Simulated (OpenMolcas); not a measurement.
**4s² 4p along the 31-electron sequence**

| Item | Value |
| --- | --- |
| Program | OpenMolcas 26.06 |
| Method | SS-RASPT2, IPEA 0.25 Eh, imaginary shift 0.1 Eh |
| Basis | ANO-R3 |
| Scalar Hamiltonian | X2C, finite nucleus |
| Spin-orbit coupling | RASSI with atomic mean-field integrals over the reference wave functions, term energies averaged over their components |

Active space for each ion: 1 electron in 9 orbitals (RAS2 4p; RAS3 4d 5s, at most 1 electron); closed shells correlated by CASPT2: 3d 4s.

Computed levels in cm-1 above ²P°_1/2:

```json
{"Level": "²P°_3/2", "Ga": "705", "Ge+": "1575", "As2+": "2640", "Se3+": "3920", "Br4+": "5490", "Kr5+": "7360"}
{"Level": "weight of ²P° in the lowest level (%)", "Ga": "100", "Ge+": "100", "As2+": "100", "Se3+": "100", "Br4+": "100", "Kr5+": "100"}
```

Measured, with the error of the calculation in %. Measured levels: Ga, Ge+ from NIST Handbook of Basic Atomic Spectroscopic Data; As2+, Se3+, Br4+ from Moore, Atomic Energy Levels, vol. II, NSRDS-NBS 35 (1971 reprint of NBS Circular 467, 1952); Kr5+ from Saloman, J. Phys. Chem. Ref. Data 36, 215 (2007).

```
  Level           Ga           Ge+          As2+          Se3+         Br4+         Kr5+
²P°_3/2  826 (-14.6)  1767 (-10.9)  2940 (-10.3)  4376 (-10.3)  6090 (-9.8)  8110 (-9.2)
```

The fine-structure level ²P°_3/2 changes by a factor of 10.4 from Ga to Kr5+. Its fourth root runs 5.15, 6.30, 7.17, 7.91, 8.61, 9.26, with steps per unit of Z of 1.15, 0.87, 0.74, 0.70, 0.65; equal steps would mean a (Z - σ)^4 law with constant σ.

Over all roots computed the reference weight is 0.90 to 0.96 in Br4+, 0.89 to 0.96 in Kr5+; the roots of lowest weight are the least certain, and an intruder state may touch them. With one active electron, CASPT2 adds the correlation within the correlated inactive shells and between them and that electron, and leaves the splitting within a term as the reference gives it. No level of 4s² 4d was computed, though it lies in the active space (holds for Ga). Computed and measured levels are paired by configuration, term and J; levels that our copy of the source lacks, or whose pairing is in doubt (as where it misses far off the trend of its configuration), stay unpaired and out of the deviations. Only configurations of the active space appear.

° marks odd parity.
